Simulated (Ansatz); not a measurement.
BF3, SMILES F[B-](F)F, charge -1, multiplicity 2.

Geometry optimised at B3LYP-D3(BJ)/def2-SVPD.

Two levels are set side by side: PBE/def2-SVPD (Ansatz, a first-principles code) and PBE0/def2-SVPD (Ansatz). Energy differences of separate SCF runs at the same geometry; the states with an electron removed or added have multiplicity 1. Differences are taken from unrounded values.

```
quantity                         PBE0   PBE  PBE minus PBE0
-------------------------------  ----  ----  --------------
vertical ionisation energy (eV)  1.32  1.19           -0.12
```
